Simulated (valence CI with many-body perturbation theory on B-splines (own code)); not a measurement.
# Level structure of Fe20+

Level of theory: relativistic CI+MBPT: four valence electrons over a frozen Dirac-Fock core [He], radial functions for each j: 11 s, 11 p, 9 d, 7 f, 5 g, 2 h, 1 i, with the one-electron correlation potential Σ1 (screened to all orders), the two-electron term Σ2, the three-electron term Σ3, Breit, model QED; selected single and double excitations, second order for the rest (own B-spline code, finite nucleus).

No measured spectrum was set against this ion. As an estimate, levels of excited configurations hold to 0.05 to 0.15 % of their energy, terms of the ground configuration to about 0.5 %. Among the levels kept, up to 270 cm⁻¹ of a level comes from second order outside the variational space, and about a tenth of that is noise between levels of different J, which matters for small intervals.

Levels 46 to 90 of 110, with energies above the lowest level, 2s2 2p2 3P_0. "Leading %" is the weight of the configuration and term that name the level; weights of strongly mixed levels are sums over their largest components and can fall short. In the jj column 3d3/2^4 stands for four electrons in 3d with j = 3/2. Lifetimes count E1, E2, E3, M1 and M2 decay at the calculated energies, and are blank where another channel may lead or the interval is too uncertain; long ones can be off by a factor of two.

```
No.  Configuration  Term  J  E (eV)  Leading %    Second component  Lifetime                   Leading jj
 46      2s2 2p 3d   3D°  3  1020.5         72  20 % 2s2 2p 3d 3F°   49.6 fs      2s^2 2p3/2 3d5/2 (46 %)
 47      2s2 2p 3d   3P°  2  1022.3         51  41 % 2s2 2p 3d 3D°   55.0 fs      2s^2 2p3/2 3d5/2 (57 %)
 48      2s2 2p 3d   3P°  1  1022.4         70  23 % 2s2 2p 3d 3D°   59.0 fs      2s^2 2p3/2 3d3/2 (87 %)
 49      2s2 2p 3d   3P°  0  1022.6         90   5 % 2s 2p2 3p 5D°   71.1 fs      2s^2 2p3/2 3d3/2 (90 %)
 50      2s 2p2 3p   5D°  0  1025.1         86   6 % 2s 2p2 3p 3P°   4.23 ps      2s 2p1/2^2 3p1/2 (55 %)
 51      2s 2p2 3p   5D°  1  1025.4         56  17 % 2s 2p2 3p 3S°    806 fs      2s 2p1/2^2 3p1/2 (54 %)
 52      2s 2p2 3s    3P  2  1025.9         84    6 % 2s2 2p 3p 3P    349 fs     2s 2p1/2 2p3/2 3s (59 %)
 53      2s2 2p 3d   1F°  3  1029.2         84  10 % 2s2 2p 3d 3D°   32.5 fs      2s^2 2p3/2 3d5/2 (50 %)
 54      2s2 2p 3d   1P°  1  1029.5         71   8 % 2s2 2p 3d 3D°   57.8 fs      2s^2 2p3/2 3d5/2 (76 %)
 55      2s 2p2 3p   5D°  2  1029.8         75  20 % 2s 2p2 3p 5P°   64.6 ps      2s 2p1/2^2 3p3/2 (41 %)
 56      2s 2p2 3p   3S°  1  1030.6         39  32 % 2s 2p2 3p 5D°    205 fs  2s 2p1/2 2p3/2 3p1/2 (66 %)
 57      2s 2p2 3p   5P°  1  1035.2         49  27 % 2s 2p2 3p 3D°    271 fs      2s 2p1/2^2 3p3/2 (31 %)
 58      2s 2p2 3p   5D°  3  1035.5         86  12 % 2s 2p2 3p 5P°   46.4 ps  2s 2p1/2 2p3/2 3p3/2 (81 %)
 59      2s 2p2 3p   5P°  2  1035.5         56  20 % 2s 2p2 3p 5D°   1.23 ps  2s 2p1/2 2p3/2 3p1/2 (52 %)
 60      2s 2p2 3p   3D°  1  1039.0         62  21 % 2s 2p2 3p 5P°    198 fs  2s 2p1/2 2p3/2 3p3/2 (71 %)
 61      2s 2p2 3p   5P°  3  1040.1         66  23 % 2s 2p2 3p 3D°    957 fs  2s 2p1/2 2p3/2 3p1/2 (42 %)
 62      2s 2p2 3p   5D°  4  1041.4         95   5 % 2s 2p2 3p 3F°    226 ps  2s 2p1/2 2p3/2 3p3/2 (55 %)
 63      2s 2p2 3p   3D°  2  1042.7         78  10 % 2s 2p2 3p 5P°    180 fs  2s 2p1/2 2p3/2 3p3/2 (72 %)
 64      2s 2p2 3s    3D  1  1044.0         93                        313 fs     2s 2p1/2 2p3/2 3s (79 %)
 65      2s 2p2 3s    3D  2  1045.0         87    6 % 2s 2p2 3s 3P    318 fs     2s 2p1/2 2p3/2 3s (68 %)
 66      2s 2p2 3s    3D  3  1046.6         92    5 % 2s 2p2 3s 5P    296 fs         2s 2p3/2^2 3s (54 %)
 67      2s 2p2 3p   3P°  0  1046.8         93   5 % 2s 2p2 3p 5D°    168 fs  2s 2p1/2 2p3/2 3p3/2 (84 %)
 68      2s 2p2 3p   5S°  2  1046.9         81  10 % 2s 2p2 3p 5P°   2.33 ps  2s 2p1/2 2p3/2 3p1/2 (43 %)
 69      2s 2p2 3p   3D°  3  1049.2         72  19 % 2s 2p2 3p 5P°    190 fs      2s 2p3/2^2 3p3/2 (50 %)
 70      2s 2p2 3p   3P°  1  1049.9         76  11 % 2s 2p2 3p 3S°    162 fs  2s 2p1/2 2p3/2 3p3/2 (52 %)
 71      2s 2p2 3p   3P°  2  1050.3         82   5 % 2s 2p2 3p 3D°    176 fs  2s 2p1/2 2p3/2 3p3/2 (65 %)
 72      2s 2p2 3d    5F  1  1051.5         87    7 % 2s 2p2 3d 5D   3.23 ps      2s 2p1/2^2 3d3/2 (57 %)
 73      2s 2p2 3d    5F  2  1052.5         73   18 % 2s 2p2 3d 5D   1.02 ps      2s 2p1/2^2 3d3/2 (38 %)
 74      2s 2p2 3s    1D  2  1053.5         87    7 % 2s 2p2 3s 3P    593 fs     2s 2p1/2 2p3/2 3s (52 %)
 75      2s 2p2 3d    5F  3  1054.6         60   28 % 2s 2p2 3d 5D    384 fs      2s 2p1/2^2 3d5/2 (45 %)
 76      2s 2p2 3d    5F  4  1059.4         75   23 % 2s 2p2 3d 5D   5.87 ps  2s 2p1/2 2p3/2 3d5/2 (84 %)
 77      2s 2p2 3s    3P  1  1059.5         42   38 % 2s 2p2 3s 3S    361 fs     2s 2p1/2 2p3/2 3s (50 %)
 78      2s 2p2 3s    3P  0  1060.6         71   18 % 2s 2p2 3s 1S    415 fs     2s 2p1/2 2p3/2 3s (56 %)
 79      2s 2p2 3d    5D  0  1060.7         86    6 % 2s 2p2 3s 3P   1.56 ps  2s 2p1/2 2p3/2 3d3/2 (86 %)
 80      2s 2p2 3d    5D  1  1060.7         79    8 % 2s 2p2 3d 5F    488 fs  2s 2p1/2 2p3/2 3d3/2 (85 %)
 81      2s 2p2 3d    5D  2  1060.8         46   23 % 2s 2p2 3d 5F    192 fs  2s 2p1/2 2p3/2 3d3/2 (73 %)
 82      2s 2p2 3d    5F  3  1061.5         36   32 % 2s 2p2 3d 5P    106 fs  2s 2p1/2 2p3/2 3d5/2 (41 %)
 83      2s 2p2 3d    3P  2  1064.0         45   28 % 2s 2p2 3d 3F    113 fs  2s 2p1/2 2p3/2 3d5/2 (30 %)
 84      2s 2p2 3d    5F  5  1064.6         95    4 % 2s 2p2 3d 3G    889 ps  2s 2p1/2 2p3/2 3d5/2 (54 %)
 85      2s 2p2 3d    5D  4  1066.0         67   22 % 2s 2p2 3d 5F    296 ps  2s 2p1/2 2p3/2 3d5/2 (37 %)
 86      2s 2p2 3p   3F°  2  1067.0         64  28 % 2s 2p2 3p 1D°    426 fs  2s 2p1/2 2p3/2 3p1/2 (83 %)
 87      2s 2p2 3d    3F  2  1067.7         64   25 % 2s 2p2 3d 3P    117 fs  2s 2p1/2 2p3/2 3d5/2 (71 %)
 88      2s 2p2 3d    5P  3  1068.7         54   29 % 2s 2p2 3d 5D   61.7 fs  2s 2p1/2 2p3/2 3d5/2 (34 %)
 89      2s 2p2 3d    3P  1  1070.3         76   10 % 2s 2p2 3d 3D    104 fs  2s 2p1/2 2p3/2 3d5/2 (63 %)
 90      2s 2p2 3d    5P  2  1070.4         76   18 % 2s 2p2 3d 5D   43.9 fs  2s 2p1/2 2p3/2 3d3/2 (43 %)
```

Names give the largest LS component (configuration and term), which can be under half, so a name can repeat, a term be missing and a line seem to break the LS rules; names also repeat where a configuration has a term twice.

Where two levels of one J and parity lie close, their mixing, g and order are uncertain.
